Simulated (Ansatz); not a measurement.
A nudged elastic band was laid between two geometries of Cl2H2O2Sn + H3P (11 atoms, charge 0, multiplicity 1).

The calculation used Ansatz, RKS BLYP/def2-SVP.

| Quantity | Value |
| --- | --- |
| movable images | 5 |
| climbing image | yes |
| spring | 5.0 eV/Å² |
| optimiser | quadratic models (default) |
| start path | through a guess of the saddle point |
| force threshold | 0.03 eV/Å |
| iteration limit | 60 |
| end points | relaxed |

Initial state:

```xyz
11
Properties=species:S:1:pos:R:3
Sn -0.154 -0.459 -0.020
O -0.394 -0.289 1.960
H -1.239 0.173 2.146
O 1.819 -0.330 -0.325
H 2.061 -0.850 -1.121
Cl -1.371 1.268 -1.125
Cl -0.924 -2.565 -0.825
P 1.828 3.118 1.735
H 2.510 2.181 0.879
H 0.832 3.408 0.734
H 1.024 2.078 2.326
```

Final state:

```xyz
11
Properties=species:S:1:pos:R:3
Sn 0.096 0.760 0.027
O 0.580 -0.141 2.369
H 1.175 -0.789 1.916
O 1.543 -0.682 0.018
H 1.732 -0.951 -0.904
Cl -0.037 1.100 -2.376
Cl -2.041 -0.270 0.515
P 0.508 3.048 1.115
H 1.883 2.679 1.343
H 0.805 3.622 -0.173
H -0.253 -0.641 2.513
```

(1) Which bonds break or form, and what moves?

(2) What energy profile does the band end with?

(3) What is the geometry of the highest image?

## Answers

(1) Bonds broken: Sn1–O2, P8–H11. Bonds formed: Sn1–P8, O2–H11. Cl2H2O2Sn + H3P becomes Cl2H5O2PSn.

(2) It converged. The highest image is number 2 of 0 to 6, 21.9 kcal/mol above the first end and 39.9 kcal/mol above the last; the last end lies 18.0 kcal/mol below the first. Neighbouring images differ by up to 1.2 eV, so the band resolves the path poorly. A vibrational analysis at the climbing image gives one clearly imaginary mode, 1161i cm⁻¹: a first-order saddle point. The orbitals stay closed-shell, which can raise the energy where a bond breaks towards radicals; this wasn't checked here.

| image | path coordinate (Å) | energy (kcal/mol) | Sn1–O2 (Å) | P8–H11 (Å) | Sn1–P8 (Å) |
| --- | --- | --- | --- | --- | --- |
| 0 | 0.00 | 0.0 | 2.00 | 1.44 | 4.45 |
| 1 | 1.03 | 2.8 | 2.02 | 1.45 | 3.81 |
| 2 | 2.07 | 21.9 | 2.15 | 1.68 | 3.06 |
| 3 | 3.86 | -6.2 | 2.59 | 3.04 | 2.60 |
| 4 | 5.65 | -9.0 | 3.18 | 3.11 | 2.56 |
| 5 | 7.44 | -12.1 | 2.78 | 3.26 | 2.56 |
| 6 | 9.22 | -18.0 | 2.56 | 4.02 | 2.57 |

(3) 
```xyz
11
Properties=species:S:1:pos:R:3:forces:R:3
Sn 0.213 0.190 0.020 0.01 0.00 0.00
O -0.294 0.204 2.112 -0.01 0.03 0.00
H -1.212 0.018 2.419 0.00 -0.03 0.00
O 2.124 -0.159 -0.548 -0.01 0.00 0.00
H 2.137 -1.057 -0.949 0.00 0.00 0.00
Cl -1.175 1.570 -1.381 0.00 0.01 0.00
Cl -0.724 -1.992 -0.383 0.00 -0.01 0.00
P 1.359 2.558 1.586 -0.01 0.00 -0.01
H 2.472 1.906 0.960 0.00 0.00 0.00
H 0.791 3.131 0.403 0.01 0.00 0.00
H 0.302 1.365 2.123 0.01 0.00 0.00
```

Run time: 6.8 min on 4 threads of AMD EPYC 7B13 (Zen 3) (shared host), peak memory 0.23 GiB.
